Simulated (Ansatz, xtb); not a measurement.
**Relative energy of two isomers of FGeH5SiZn**

Structure X is `F[SiH2][GeH2][ZnH]`, a singlet and structure Y is `[F][Zn][GeH2][SiH3]`, a singlet. Both are isolated molecules in the gas phase, relaxed with B3LYP-D3(BJ)/def2-SVP, each in the lowest conformer that the search found.

Quicker runs give these differences E(Y) − E(X): GFN2-xTB +34.5 kJ/mol; HF/STO-3G −261.9 kJ/mol (at GFN2-xTB geometries); r2SCAN-D4/def2-SVP +38.8 kJ/mol (at GFN2-xTB geometries).

Problem. Estimate which is lower in electronic energy at CCSD(T)/def2-SVP + ΔMP2/def2-TZVPP, and by roughly how much.

Solution. The CCSD(T)/def2-SVP + ΔMP2/def2-TZVPP calculation puts structure X lower, by 32.0 kJ/mol.

The same difference at several levels:

```
                             level               geometry  E(Y) − E(X) (kJ/mol)  departure from the last row (kJ/mol)  job, with rough time for the two
                          GFN2-xTB               GFN2-xTB                   +34.5                                  +2.5              optimisation, 0.38 s
                         HF/STO-3G               GFN2-xTB                  −261.9                                −293.8                single point, 33 s
                r2SCAN-D4/def2-SVP               GFN2-xTB                   +38.8                                  +6.8                 single point, 6 s
             B3LYP-D3(BJ)/def2-SVP  B3LYP-D3(BJ)/def2-SVP                   +24.7                                  −7.3             optimisation, 3.3 min
                       HF/def2-SVP  B3LYP-D3(BJ)/def2-SVP                   +21.9                                 −10.0           part of the CCSD(T) run
                      MP2/def2-SVP  B3LYP-D3(BJ)/def2-SVP                   +16.4                                 −15.6           part of the CCSD(T) run
                  CCSD(T)/def2-SVP  B3LYP-D3(BJ)/def2-SVP                   +16.2                                 −15.7                      single point
CCSD(T)/def2-SVP + ΔMP2/def2-TZVPP  B3LYP-D3(BJ)/def2-SVP                   +32.0                                                      single point, 65 s
```

As drawn, Y has 1 F–Zn, 1 Si–H in place of 1 F–Si, 1 Zn–H.

HF/STO-3G puts the two in the other order. The largest departure from CCSD(T)/def2-SVP + ΔMP2/def2-TZVPP is that of HF/STO-3G, 293.8 kJ/mol. The last row adds to CCSD(T) the change of the MP2 difference between the two basis sets, here +15.7 kJ/mol, a large step that makes the value less sure.

With harmonic frequencies from B3LYP-D3(BJ)/def2-SVP (ideal gas, rigid rotor, one conformer each, 298.15 K, 1 atm): on the last row, ΔE + ΔZPE = +34.2 kJ/mol. A mode under 50 cm⁻¹ makes harmonic enthalpies and free energies unreliable, so none is given.

The correlated steps freeze 20 core orbitals; the filled d shell of Ge is correlated; the last core shell of Zn is correlated, in a basis made for valence electrons. Programs: Ansatz 0.2.0, xtb 6.7.1; the last row on 2 threads of Intel(R) Xeon(R) Platinum 8259CL CPU @ 2.50GHz (Skylake/Cascade Lake) on a shared host.
